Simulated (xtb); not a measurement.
xtb was given this input:
```
$ xtb mol.xyz --gfn 1 --chrg 0 --uhf 2 --json

# file mol.xyz
14

Si     2.12583184    -0.97992047     0.95213831
Si     1.08981859     0.98375056     0.30426897
Si    -0.75044984     0.70364371    -1.09076116
Si    -2.44442748    -0.60418660    -0.21378814
H      3.28463556    -0.80359186     1.82955270
H      1.19310244    -1.85202856     1.67198931
H      2.60001803    -1.74488376    -0.20450490
H      2.07880162     1.89236712    -0.29930356
H      0.65736030     1.72312849     1.50366285
H     -0.28813097     0.11273720    -2.35935737
H     -1.29524875     2.00357968    -1.51659198
H     -2.96034576    -0.04672178     1.03956982
H     -3.60309509    -0.77983848    -1.09151795
H     -1.95792107    -1.95076868     0.10048935
```

What does this run give for the dipole moment, partial charges in atom order, total energy?


* **dipole moment**: 0.93 D
* **partial charges in atom order**: Si1 0.18, Si2 0.15, Si3 0.15, Si4 0.18, H5 -0.06, H6 -0.06, H7 -0.07, H8 -0.06, H9 -0.07, H10 -0.07, H11 -0.06, H12 -0.07, H13 -0.06, H14 -0.06
* **total energy**: -12.6438 Eh
